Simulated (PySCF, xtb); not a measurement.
Al(H)2(nPr) (C₃H₉Al), SMILES CC[CH2][AlH2].

GFN2-xTB run with xtb at its own geometry gives an orbital gap of 4.55 eV and a dipole moment of 1.76 D.

Geometry: B3LYP-D3(BJ)/def2-SVP. The structure was generated by enumeration; whether it is a known compound was not checked. The values are those of a single conformer.

Task: What does PySCF with r2SCAN/def2-TZVP give? (An estimate is asked for; the answer gives what the named calculation found.)

Result: gap 4.86 eV (levels -6.57 and -1.71 eV), dipole 0.74 D.
